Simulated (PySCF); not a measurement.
# 2 GeCl₃ → GeCl₂ + GeCl₄

Level: PBE0 in the def2-TZVP basis family, all electrons, no relativity, computed in PySCF with density fitting; open shells unrestricted.

```tsv
species	state and structure	E (Eh)	ZPE (kJ/mol)	H(298 K) − H(0) (kJ/mol)	S° (J/(mol K))
GeCl₃	doublet, C3v, Ge–Cl 2.149 Å (×3); Cl–Ge–Cl 108.7° (×3)	-3457.03512	10.0	17.4	335.8
GeCl₂	singlet, C2v, Ge–Cl 2.182 Å (×2); Cl–Ge–Cl 100.1°	-2996.95593	5.7	13.2	295.3
GeCl₄	singlet, Td, Ge–Cl 2.117 Å (×4)	-3917.17489	15.2	21.2	348.6
```

Problem. What is the electronic reaction energy?

Solution. At PBE0/def2-TZVP, ΔE = -159.1 kJ/mol from the differences of the total energies times 2625.5, downhill. The bond broken in GeCl₃ is weaker than the one that a second molecule gains.

Problem. Add zero-point, thermal and entropy terms for 298.15 K and 1 bar.

Solution. ΔZPE = 0.9 and Δ[H(298) − H(0)] = -0.4 kJ/mol give ΔH° = -158.6 kJ/mol. ΔS° = -27.7 J/(mol K), so ΔG° = -158.6 − 298.15 × (-0.0277) = -150 kJ/mol.

Each species is the lowest minimum found with this bonding; other isomers or fragments can lie lower.
